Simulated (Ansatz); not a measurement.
Reaction (formal exchange of groups at a Ge–C bond): `[CH3][GeH2][CH2]N` + CH₄ → `[CH3][GeH2][CH3]` + CH₃NH₂

Calculated with Ansatz (gas phase, PBE0-D4/def2-TZVP geometries, no zero-point term in ΔE). CCSD(T)/CBS adds triple-zeta CCSD(T) − MP2 to the extrapolated MP2 energy (def2 sets, frozen cores). This one scheme is used for every species. DFT in def2-TZVPP. B3LYP here is the variant with VWN-RPA as its local correlation; programs differ in this. For Ge outer-core shells are correlated without core-valence functions, which leaves a few kJ/mol of doubt a bond. Scalar relativity is left out up to krypton. One conformer a species, not always the lowest.

**Question.** Is it downhill or uphill in electronic energy at CCSD(T)/CBS, and by how much? (Estimate.)

**Answer.** Ansatz gave: Downhill: ΔE = -0.9 kcal/mol.

**Question.** What do these levels give: B3LYP-D4, ωB97M-V, B2PLYP, B3LYP, HF/def2-TZVPP, MP2/def2-TZVPP, SCS-MP2/def2-TZVPP, CCSD(T)/def2-TZVPP, HF/def2-QZVPP, MP2/def2-QZVPP, SCS-MP2/def2-QZVPP, HF/CBS(def2)? (Estimate.)

**Answer.** Computed: B3LYP-D4 -0.8, ωB97M-V -1.0, B2PLYP -1.4, B3LYP -1.6, HF/def2-TZVPP -2.8, MP2/def2-TZVPP -0.9, SCS-MP2/def2-TZVPP -1.3, CCSD(T)/def2-TZVPP -1.1, HF/def2-QZVPP -2.8, MP2/def2-QZVPP -0.9, SCS-MP2/def2-QZVPP -1.2, HF/CBS(def2) -2.8 kcal/mol.

Largest T1 diagnostic among the species: 0.010.

In def2-TZVPP, CCSD(T) changes the Hartree–Fock value by +1.6 kcal/mol (the triples alone add +0.3 kcal/mol) and MP2 by +1.8 kcal/mol. The D4 term adds +0.8 kcal/mol with B3LYP and +0.5 kcal/mol with PBE0; it sums over pairs of atoms, weighted by their polarisabilities, and B3LYP, whose exchange is more repulsive, gets the larger term.
